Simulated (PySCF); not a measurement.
Species: C6H10O.
Atom-mapped SMILES: `[OH:1][C@@H:2]1[CH2:3][CH2:4][C@H:5]2[CH2:6][C@@H:7]12` (hydrogens: H8 on O1; H9 on C2; H10, H11 on C3; H12, H13 on C4; H14 on C5; H15, H16 on C6; H17 on C7)

Computed geometry: GFN2-xTB, gas phase.

(1) What internal coordinates does the optimisation give?

Results:

(1) 
```
  bond  length (bohr)   order
 O1–C2          2.672  single
 C2–C3          2.904  single
 C3–C4          2.902  single
 C4–C5          2.859  single
 C5–C6          2.832  single
 C6–C7          2.835  single
 C2–C7          2.868  single
 C5–C7          2.834  single
 O1–H8          1.819  single
 C2–H9          2.085  single
C3–H10          2.058  single
C3–H11          2.056  single
C4–H12          2.061  single
C4–H13          2.061  single
C5–H14          2.042  single
C6–H15          2.041  single
C6–H16          2.038  single
C7–H17          2.045  single
```

Orders are formal, as drawn. A selection of angles:
```
     angle  degrees
  C2–O1–H8    109.1
  O1–C2–C3    108.0
  O1–C2–C7    111.9
  O1–C2–H9    109.1
  C3–C2–C7    104.6
  C3–C2–H9    111.3
  C7–C2–H9    111.7
  C2–C3–C4    106.1
 C2–C3–H10    109.9
 C2–C3–H11    109.4
 C4–C3–H10    111.0
 C4–C3–H11    112.0
H10–C3–H11    108.4
  C3–C4–C5    105.0
 C3–C4–H12    110.2
 C3–C4–H13    111.7
 C5–C4–H12    109.1
 C5–C4–H13    112.5
H12–C4–H13    108.4
  C4–C5–C6    116.8
  C4–C5–C7    108.2
 C4–C5–H14    117.7
  C6–C5–C7     60.0
 C6–C5–H14    119.2
 C7–C5–H14    121.7
  C5–C6–C7     60.0
 C5–C6–H15    117.8
 C5–C6–H16    119.1
 C7–C6–H15    117.3
 C7–C6–H16    118.9
H15–C6–H16    113.7
 C6–C7–H17    119.3
  C2–C7–C6    116.9
  C2–C7–C5    108.5
 C2–C7–H17    117.2
  C5–C7–C6     59.9
 C5–C7–H17    122.3
```

Dihedral angles: O1–C2–C3–C4 -93° (anticlinal); C2–C3–C4–C5 -27° (synperiplanar); C3–C4–C5–C6 -48° (synclinal); C4–C5–C6–C7 97° (anticlinal); C5–C6–C7–C2 -97° (anticlinal); O1–C2–C7–C6 165° (antiperiplanar); C4–C5–C7–C6 -111° (anticlinal); H8–O1–C2–C3 169° (antiperiplanar).

The C–C distances run from 1.499 Å (C5–C6, drawn single) to 1.537 Å (C2–C3, drawn single), a spread of 0.038 Å. Of the pairs four or more bonds apart, C3···H16 is among the closest relative to their van der Waals radii: 2.69 Å, 93 % of the sum of Bondi's values. The 5-membered ring C2–C3–C4–C5–C7 has internal angles of 104.6° to 108.5°; it is puckered, 0.12 Å rms from its mean plane, widest ring torsion 27°. All internal angles of the 3-membered ring C5–C6–C7 are 60.0°.

Point group: C1 (no symmetry element, even within 0.4 Å). Stationary, but not proved a minimum. One conformer, not necessarily the lowest (H–O1–C2–C3 169°, O1–C2–C3–C4 -93°, C2–C3–C4–C5 -27°, C3–C4–C5–C6 -48°, C4–C5–C6–C7 97°).
